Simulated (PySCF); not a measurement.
C5H9N3Si2.
Z-matrix (Å and degrees, GFN2-xTB geometry), rows numbered from 1:
```
C 
C   1  1.3858
C   2  1.3842  1  118.52
C   3  1.3910  2  119.53  1    -0.02
Si  4  1.8870  3  122.39  2  -179.93
N   5  1.7383  4  117.09  3   131.66
Si  6  1.7411  5   96.36  4   112.42
N   5  1.7385  4  116.95  3  -131.56
N   4  1.3300  3  121.41  2     0.05
C   9  1.3190  4  119.11  3    -0.04
H   1  1.0794  2  121.23  3   179.98
H   2  1.0817  1  120.68  3  -179.94
H   3  1.0797  2  120.92  1   179.99
H   5  1.4658  4  110.72  3    -0.07
H   6  1.0021  5  131.00  4   -52.33
H   7  1.4587  6  115.59  5  -110.62
H   7  1.4604  6  112.22  5   116.10
H   8  1.0020  5  131.04  4    52.36
H  10  1.0837  1  120.94  2   179.98
```

Hirshfeld charges (e) from the PBE0/pcSseg-1 density (PySCF), one withheld:

```
atom      bonded to   charge
  C1     C2 C10 H11  -0.0466
  C2      C1 C3 H12  -0.0310
  C3      C2 C4 H13  -0.0524
  C4      C3 Si5 N9        ?
 Si5   C4 N6 N8 H14  +0.4071
  N6    Si5 Si7 H15  -0.3468
 Si7  N6 N8 H16 H17  +0.4085
  N8    Si7 Si5 H18  -0.3467
  N9         C4 C10  -0.1476
 C10      N9 C1 H19  +0.0183
 H11             C1  +0.0564
 H12             C2  +0.0578
 H13             C3  +0.0504
 H14            Si5  -0.0907
 H15             N6  +0.1107
 H16            Si7  -0.0822
 H17            Si7  -0.0881
 H18             N8  +0.1107
 H19            C10  +0.0514
```

Question: What is the charge on C4?

Answer: The charges add up to the total charge, 0. The others sum to +0.0392, which leaves -0.0392 e for C4 (substituted aromatic carbon).

Question: Add each hydrogen's charge to the atom that carries it.

Answer: C1 +0.0098, C2 +0.0268, C3 -0.0020, Si5 +0.3164, N6 -0.2361, Si7 +0.2382, N8 -0.2360, C10 +0.0697. Atoms without hydrogen keep their charges.

Question: Across which bond do the charges differ most?

Answer: Si7–N6: +0.4085 on Si7 against -0.3468 on N6, a difference of 0.7553 e (Si7–N8, Si5–N6 and Si5–N8 within 0.003 e of it). The lower charge is on the more electronegative element of the two (Pauling values: N 3.04, Si 1.90).

Question: Take the bonds between elements whose Pauling electronegativities differ by more than 0.25. In how many does the more electronegative atom carry the lower charge?

Answer: In 16 of 16.

Question: How much positive and how much negative charge does this set hold in all?

Answer: +1.2713 e on 9 atoms and -1.2713 e on 10.

The Hirshfeld scheme divides the density at each point in proportion to the densities of the neutral, spherically averaged free atoms. Geometry: GFN2-xTB, one conformer, isolated molecule.

The run behind these numbers computed NMR shieldings as well. On one thread of an Arm Neoverse V1 (shared host), this took 58 s wall (with the writing of density and orbital grids) and 1.1 GiB of memory at its peak.
